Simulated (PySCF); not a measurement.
Gas-phase reaction: 3 SnH2 + 3 H2 + SnF4 ⇌ 4 SnH3F

Computed with PySCF and rigid-rotor harmonic-oscillator thermochemistry at 1 bar. † marks an energy on the PBE0/def2-TZVP geometry and frequencies. MP2 freezes the core. All species are closed-shell singlets. B3LYP is the form with VWN-RPA correlation. Sn: scalar-relativistic def2 core potential, no spin-orbit coupling. SnH2, SnH3F: computed as isolated molecules; such fragments, hydroxides, amides, oligomers or adducts are transient or little studied in the gas. MP2 isn't extrapolated to the basis-set limit.

```json
[
 {"level": "B3LYP/def2-TZVP†", "ΔH°(298 K), kJ": "-243"},
 {"level": "M06-2X/def2-TZVP†", "ΔH°(298 K), kJ": "[?]"},
 {"level": "MP2/def2-SVP†", "ΔH°(298 K), kJ": "[?]"},
 {"level": "MP2/def2-TZVPP†", "ΔH°(298 K), kJ": "-287"},
 {"level": "PBE0/def2-QZVP†", "ΔH°(298 K), kJ": "-307"},
 {"level": "PBE0/def2-SVP†", "ΔH°(298 K), kJ": "[?]"},
 {"level": "ωB97X-V/def2-TZVP†", "ΔH°(298 K), kJ": "-328"}
]
```

### Question
Fill in the missing entries.

### Answer

- M06-2X/def2-TZVP†, ΔH°(298 K), kJ: -283
- MP2/def2-SVP†, ΔH°(298 K), kJ: -309
- PBE0/def2-SVP†, ΔH°(298 K), kJ: -320
